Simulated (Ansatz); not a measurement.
Consider the atomization: `[Cl][Ga]([Cl])[Cl]` → 3 Cl• + Ga•.

Program: Ansatz. Geometries: PBE0-D4/def2-TZVP. ΔE: electronic, gas phase. CCSD(T)/CBS is the MP2 limit (def2-TZVPP, def2-QZVPP) plus CCSD(T) − MP2 in def2-TZVPP, frozen cores. This one scheme is used for every species, atoms too. Functionals use def2-TZVPP. No spin–orbit coupling; open shells (•) take unrestricted orbitals. Spin–orbit coupling would lower the free atoms: a little for Cl; clearly for Ga. For Ga outer-core shells are correlated without core-valence functions, so the limit isn't a true one: a few kJ/mol of doubt a bond, and 10 to 20 or more in all where bonds break to atoms. Scalar relativity is left out up to krypton.

(1) What is ΔE at CCSD(T)/CBS? (Best estimate.)

(2) What do these levels give: BLYP-D4, PBE0-D4, r2SCAN, r2SCANh, CCSD/def2-SVP, SCS-MP2/def2-TZVPP? (An estimate is asked.)

Largest T1 diagnostic among the species: 0.013.

Results:

(1) Computed: +11.46 eV.

(2) The calculation gave: BLYP-D4 10.79, PBE0-D4 11.46, r2SCAN 11.62, r2SCANh 11.53, CCSD/def2-SVP 10.46, SCS-MP2/def2-TZVPP 11.37 eV.

At CCSD(T), def2-SVP lies −0.81 eV from the extrapolated value and def2-TZVPP −0.28 eV: correlation converges slowly with the basis, and small sets miss more of it in the bonded molecule than in its fragments. Leaving LDA and LC-ωPBE aside and taking each functional with its dispersion term where it has one, the values, not all of them listed here, spread over 0.91 eV, from BLYP-D4 to B97M-V. LDA lies +1.76 eV from PBE without D4, its usual overbinding. In def2-TZVPP, CCSD(T) changes the Hartree–Fock value by +2.55 eV (the triples alone add +0.30 eV) and MP2 by +3.24 eV; breaking electron pairs costs correlation energy, which Hartree–Fock lacks.

For atomizations the MP2-based limit and the directly extrapolated one differ by several kJ/mol either way, and by 10 to 25 for some Ge, Se and Sn compounds, so smaller differences from it don't rank the levels.
